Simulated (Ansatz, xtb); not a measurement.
## H4OSiTe: 3 structures ranked

3 gas-phase structures of H4OSiTe, found in a search over its isomers (lower ones may exist). Each was relaxed with GFN2-xTB; where two conformers were screened, the lower at r2SCAN-D4/def2-SVP is listed:

A. `O[SiH2][TeH]`, a singlet
B. `[SiH3]O[TeH]`, a singlet
C. `O[Te][SiH3]`, a singlet

Q: Estimate their order in r2SCAN-D4/def2-SVP energy at these geometries, lowest first.

A: Calculated order at r2SCAN-D4/def2-SVP: A (0.0), B (153.6), C (169.7) kJ/mol.

Energies above the lowest of each column, in kJ/mol; the last columns are at PBE0-D3(BJ)/def2-SVP geometries and were run for some of them only (a dash: not run or not comparable):

| structure | GFN2-xTB | HF/STO-3G | r2SCAN-D4/def2-SVP | PBE0-D3(BJ)/def2-SVP | CCSD(T)/def2-TZVP |
| --- | --- | --- | --- | --- | --- |
| A | 0.0 | 0.0 | 0.0 | 0.0 | 0.0 |
| B | 29.5 | 146.3 | 153.6 | 152.0 | 126.8 |
| C | 124.4 | 99.9 | 169.7 | – | – |

Every level run on A puts it lowest or level with the lowest. Flexible structures stand in one conformer each, not always the lowest. Frequencies (PBE0-D3(BJ)/def2-SVP) were run for A, B alone. Atoms past krypton carry core potentials in the def2 sets, without spin–orbit terms.

Programs: Ansatz 0.2.0, xtb 6.7.1.
